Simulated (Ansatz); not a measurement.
# Nudged elastic band run: GeH5OSb

The input (input.yaml):

```yaml
crystal:
  periodic: [false, false, false]
  atoms:
    - { symbol: O, position_ang: [-1.907853, 0.587115, -0.538213] }
    - { symbol: Ge, position_ang: [-0.223435, 0.707789, 0.079711] }
    - { symbol: Sb, position_ang: [1.109243, -1.534122, -0.459049] }
    - { symbol: H, position_ang: [-1.947861, 0.493691, -1.499191] }
    - { symbol: H, position_ang: [0.49649, 1.911698, -0.587396] }
    - { symbol: H, position_ang: [-0.416717, 0.969596, 1.584759] }
    - { symbol: H, position_ang: [0.501487, -2.272112, 0.97429] }
    - { symbol: H, position_ang: [2.480846, -0.920755, 0.389288] }
basis:
  gaussian: { orbitals: def2-SVP }
hamiltonian:
  xc: b3lyp
  dispersion: d4
neb:
  order_check: false
  images: 7
  f_tol: 0.03
  max_iterations: 60
  spring: 0.5
  final_atoms:
    - { symbol: O, position_ang: [-1.60100521, 0.40627901, -0.6410793] }
    - { symbol: Ge, position_ang: [-0.17307341, 0.87419619, 0.3423101] }
    - { symbol: Sb, position_ang: [1.57561146, -1.11093122, 0.62104977] }
    - { symbol: H, position_ang: [-1.35100973, -0.04578473, -1.45790241] }
    - { symbol: H, position_ang: [0.53712081, 2.09709105, -0.29791795] }
    - { symbol: H, position_ang: [-0.78127702, 1.2774285, 1.70009729] }
    - { symbol: H, position_ang: [0.28200076, -2.23821265, 0.76979634] }
    - { symbol: H, position_ang: [1.60383233, -1.31716616, -1.09215484] }
  initial_path:
    images:
      - { positions_ang: [[-1.907853, 0.587115, -0.538213], [-0.223435, 0.707789, 0.079711], [1.109243, -1.534122, -0.459049], [-1.947861, 0.493691, -1.499191], [0.49649, 1.911698, -0.587396], [-0.416717, 0.969596, 1.584759], [0.501487, -2.272112, 0.97429], [2.480846, -0.920755, 0.389288]] }
      - { positions_ang: [[-1.87921094, 0.5425853, -0.51557204], [-0.22395591, 0.71860662, 0.11654346], [1.11577075, -1.51114847, -0.3036199], [-1.85637786, 0.40207355, -1.46991393], [0.49964086, 1.89218431, -0.5948172], [-0.40625383, 1.03960431, 1.61103933], [0.30598206, -2.31473008, 0.82596262], [2.53660487, -0.82627555, 0.27457666]] }
      - { positions_ang: [[-1.85056888, 0.49805559, -0.49293108], [-0.22447682, 0.72942424, 0.15337592], [1.1222985, -1.48817493, -0.14819081], [-1.76489472, 0.3104561, -1.44063685], [0.50279172, 1.87267063, -0.60223841], [-0.39579066, 1.10961263, 1.63731966], [0.11047711, -2.35734816, 0.67763525], [2.59236374, -0.7317961, 0.15986532]] }
      - { positions_ang: [[-1.82192682, 0.45352589, -0.47029011], [-0.22499773, 0.74024186, 0.19020837], [1.12882625, -1.4652014, 0.00723829], [-1.67341158, 0.21883865, -1.41135978], [0.50594258, 1.85315694, -0.60965961], [-0.38532749, 1.17962094, 1.66359999], [-0.08502783, -2.39996624, 0.52930787], [2.64812261, -0.63731665, 0.04515398]] }
      - { positions_ang: [[-1.79328475, 0.40899618, -0.44764915], [-0.22551864, 0.75105949, 0.22704083], [1.135354, -1.44222786, 0.16266738], [-1.58192844, 0.1272212, -1.3820827], [0.50909343, 1.83364326, -0.61708081], [-0.37486431, 1.24962926, 1.68988032], [-0.28053277, -2.44258431, 0.38098049], [2.70388148, -0.5428372, -0.06955736]] }
      - { positions_ang: [[-1.74521487, 0.40831689, -0.49600669], [-0.21240733, 0.78184366, 0.25585815], [1.24541837, -1.3594037, 0.27726298], [-1.52419876, 0.08396971, -1.40103763], [0.51610028, 1.8995052, -0.5372901], [-0.47646749, 1.25657907, 1.69243456], [-0.13989939, -2.3914914, 0.47818446], [2.42886919, -0.73641944, -0.32520673]] }
      - { positions_ang: [[-1.69714498, 0.4076376, -0.54436422], [-0.19929602, 0.81262784, 0.28467547], [1.35548273, -1.27657954, 0.39185857], [-1.46646908, 0.04071823, -1.41999256], [0.52310712, 1.96536715, -0.45749938], [-0.57807067, 1.26352888, 1.6949888], [0.00073399, -2.34039848, 0.57538842], [2.15385691, -0.93000168, -0.5808561]] }
      - { positions_ang: [[-1.64907509, 0.4069583, -0.59272176], [-0.18618471, 0.84341202, 0.31349278], [1.4655471, -1.19375538, 0.50645417], [-1.4087394, -0.00253325, -1.43894748], [0.53011396, 2.0312291, -0.37770866], [-0.67967384, 1.27047869, 1.69754305], [0.14136738, -2.28930557, 0.67259238], [1.87884462, -1.12358392, -0.83650547]] }
      - { positions_ang: [[-1.60100521, 0.40627901, -0.6410793], [-0.17307341, 0.87419619, 0.3423101], [1.57561146, -1.11093122, 0.62104977], [-1.35100973, -0.04578473, -1.45790241], [0.53712081, 2.09709105, -0.29791795], [-0.78127702, 1.2774285, 1.70009729], [0.28200076, -2.23821265, 0.76979634], [1.60383233, -1.31716616, -1.09215484]] }
```

Run as:

```bash
$ ansatz run input.yaml --threads 2 --pin off --max-ram 3072MiB --backend cpu --events-out ev --progress --plain --runs-dir out
```

Output, in part (warnings, iteration lines, the closing report on the highest movable image, with atoms numbered from 0):

```
NEB end point (image 0): max|allowed force component| = 1.301e-2 eV/Å (the criterion of neb.relax_end_points is 1.000e-2)
NEB end point (image 8): max|allowed force component| = 6.599e-3 eV/Å (the criterion of neb.relax_end_points is 1.000e-2)
NEB iter   1: max|band force component| = 1.262e1 eV/Å  barrier→ = 3.3823 eV  barrier← = 3.4041 eV  Δτ_max = 0.1984 Å  (279 SCF iters)
NEB iter   2: max|band force component| = 3.089e0 eV/Å  barrier→ = 2.6030 eV  barrier← = 2.6249 eV  Δτ_max = 0.2000 Å  (226 SCF iters)
NEB iter   3: max|band force component| = 1.728e0 eV/Å  barrier→ = 2.1567 eV  barrier← = 2.1785 eV  Δτ_max = 0.2000 Å  (200 SCF iters)
NEB iter   4: max|band force component| = 1.072e0 eV/Å  barrier→ = 1.7558 eV  barrier← = 1.7776 eV  Δτ_max = 0.1910 Å  (195 SCF iters)
NEB iter   5: max|band force component| = 7.050e-1 eV/Å  barrier→ = 1.5047 eV  barrier← = 1.5266 eV  Δτ_max = 0.2000 Å  (203 SCF iters)
NEB iter   6: max|band force component| = 5.121e-1 eV/Å  barrier→ = 1.3190 eV  barrier← = 1.3409 eV  Δτ_max = 0.1944 Å  (201 SCF iters)
NEB iter   7: max|band force component| = 1.259e0 eV/Å  barrier→ = 1.5601 eV  barrier← = 1.5819 eV  CI = image 3  Δτ_max = 0.1996 Å  (203 SCF iters)
NEB iter   8: max|band force component| = 8.554e-1 eV/Å  barrier→ = 1.5647 eV  barrier← = 1.5865 eV  CI = image 3  Δτ_max = 0.1664 Å  (204 SCF iters)
NEB iter   9: max|band force component| = 2.904e-1 eV/Å  barrier→ = 1.5811 eV  barrier← = 1.6029 eV  CI = image 3  Δτ_max = 0.1177 Å  (203 SCF iters)
NEB iter  10: max|band force component| = 1.750e-1 eV/Å  barrier→ = 1.5717 eV  barrier← = 1.5936 eV  CI = image 3  Δτ_max = 0.1514 Å  (204 SCF iters)
NEB iter  11: max|band force component| = 1.754e-1 eV/Å  barrier→ = 1.5599 eV  barrier← = 1.5817 eV  CI = image 3  Δτ_max = 0.0772 Å  (195 SCF iters)
NEB iter  12: max|band force component| = 1.620e-1 eV/Å  barrier→ = 1.5561 eV  barrier← = 1.5779 eV  CI = image 3  Δτ_max = 0.0767 Å  (199 SCF iters)
NEB iter  13: max|band force component| = 1.818e-1 eV/Å  barrier→ = 1.5535 eV  barrier← = 1.5753 eV  CI = image 3  Δτ_max = 0.0382 Å  (197 SCF iters)
NEB iter  14: max|band force component| = 9.360e-2 eV/Å  barrier→ = 1.5529 eV  barrier← = 1.5747 eV  CI = image 3  Δτ_max = 0.0381 Å  (203 SCF iters)
NEB iter  15: max|band force component| = 7.195e-2 eV/Å  barrier→ = 1.5526 eV  barrier← = 1.5745 eV  CI = image 3  Δτ_max = 0.0382 Å  (195 SCF iters)
NEB iter  16: max|band force component| = 6.173e-2 eV/Å  barrier→ = 1.5525 eV  barrier← = 1.5743 eV  CI = image 3  Δτ_max = 0.0382 Å  (192 SCF iters)
NEB iter  17: max|band force component| = 6.198e-2 eV/Å  barrier→ = 1.5524 eV  barrier← = 1.5743 eV  CI = image 3  Δτ_max = 0.0191 Å  (178 SCF iters)
NEB iter  18: max|band force component| = 6.322e-2 eV/Å  barrier→ = 1.5524 eV  barrier← = 1.5743 eV  CI = image 3  Δτ_max = 0.0191 Å  (166 SCF iters)
NEB iter  19: max|band force component| = 6.599e-2 eV/Å  barrier→ = 1.5524 eV  barrier← = 1.5742 eV  CI = image 3  Δτ_max = 0.0191 Å  (164 SCF iters)
NEB iter  20: max|band force component| = 7.452e-2 eV/Å  barrier→ = 1.5524 eV  barrier← = 1.5742 eV  CI = image 3  Δτ_max = 0.0382 Å  (169 SCF iters)
NEB iter  21: max|band force component| = 8.786e-2 eV/Å  barrier→ = 1.5524 eV  barrier← = 1.5742 eV  CI = image 3  Δτ_max = 0.0381 Å  (167 SCF iters)
NEB iter  22: max|band force component| = 8.876e-2 eV/Å  barrier→ = 1.5524 eV  barrier← = 1.5742 eV  CI = image 3  Δτ_max = 0.0381 Å  (169 SCF iters)
NEB iter  23: max|band force component| = 9.345e-2 eV/Å  barrier→ = 1.5524 eV  barrier← = 1.5742 eV  CI = image 3  Δτ_max = 0.0381 Å  (170 SCF iters)
NEB iter  24: max|band force component| = 8.779e-2 eV/Å  barrier→ = 1.5524 eV  barrier← = 1.5742 eV  CI = image 3  Δτ_max = 0.0381 Å  (164 SCF iters)
NEB iter  25: max|band force component| = 7.633e-2 eV/Å  barrier→ = 1.5524 eV  barrier← = 1.5742 eV  CI = image 3  Δτ_max = 0.0763 Å  (169 SCF iters)
NEB iter  26: max|band force component| = 8.097e-2 eV/Å  barrier→ = 1.5524 eV  barrier← = 1.5742 eV  CI = image 3  Δτ_max = 0.0763 Å  (170 SCF iters)
NEB iter  27: max|band force component| = 6.927e-2 eV/Å  barrier→ = 1.5524 eV  barrier← = 1.5742 eV  CI = image 3  Δτ_max = 0.0765 Å  (170 SCF iters)
NEB iter  28: max|band force component| = 7.773e-2 eV/Å  barrier→ = 1.5524 eV  barrier← = 1.5742 eV  CI = image 3  Δτ_max = 0.0764 Å  (169 SCF iters)
NEB iter  29: max|band force component| = 4.841e-2 eV/Å  barrier→ = 1.5524 eV  barrier← = 1.5742 eV  CI = image 3  Δτ_max = 0.0765 Å  (168 SCF iters)
NEB iter  30: max|band force component| = 7.125e-2 eV/Å  barrier→ = 1.5524 eV  barrier← = 1.5742 eV  CI = image 3  Δτ_max = 0.0380 Å  (168 SCF iters)
NEB iter  31: max|band force component| = 3.784e-2 eV/Å  barrier→ = 1.5524 eV  barrier← = 1.5742 eV  CI = image 3  Δτ_max = 0.0381 Å  (167 SCF iters)
NEB iter  32: max|band force component| = 2.287e-2 eV/Å  barrier→ = 1.5524 eV  barrier← = 1.5742 eV  CI = image 3  Δτ_max = 0.0000 Å  (344 SCF iters)
Total energy: -65178.09462902 eV, -2395.2507983173 hartree
Atom 0 at    -1.847436     0.763463    -0.713552 Å, force     0.000028    -0.000017     0.000000 eV/Å
Atom 1 at    -0.349607     0.920959     0.245874 Å, force    -0.000007     0.000011     0.000002 eV/Å
Atom 2 at     1.043547    -1.219534     0.228403 Å, force     0.000021     0.000004    -0.000014 eV/Å
Atom 3 at    -1.699966     0.283485    -1.541360 Å, force    -0.000022     0.000007     0.000005 eV/Å
Atom 4 at     0.625511     1.955016    -0.350896 Å, force    -0.000010    -0.000003    -0.000001 eV/Å
Atom 5 at    -0.861120     1.243649     1.653742 Å, force     0.000005    -0.000000    -0.000001 eV/Å
Atom 6 at     0.675516    -2.659078     0.999159 Å, force    -0.000014     0.000005    -0.000007 eV/Å
Atom 7 at     2.505755    -1.345060    -0.577170 Å, force     0.000000    -0.000006     0.000016 eV/Å
Dipole moment:     0.137279     0.037579    -0.103348 e Å
```

The forces met the threshold. Neighbouring images differ by up to 1.3 eV, so the band resolves the path poorly. Another band between the same ends (7 images) ends at a top of the same energy, where a vibrational analysis finds 1 clearly imaginary mode.

Final band (atoms are numbered from 1 in the order of the input):

```tsv
image	path coordinate (Å)	energy (kJ/mol)	height of Sb3 over the plane of its neighbours (Å)
0	0.00	0.0	-1.09
1	0.70	1.3	-1.07
2	1.41	28.9	-0.77
3	2.11	149.8	-0.01
4	2.52	83.7	0.46
5	2.93	19.7	0.85
6	3.34	3.5	1.01
7	3.74	-1.2	1.08
8	4.14	-2.1	1.10
```

The run took 7.9 min on 2 threads of Intel(R) Xeon(R) Platinum 8488C (Sapphire Rapids), on a shared host, peak memory 0.26 GiB.
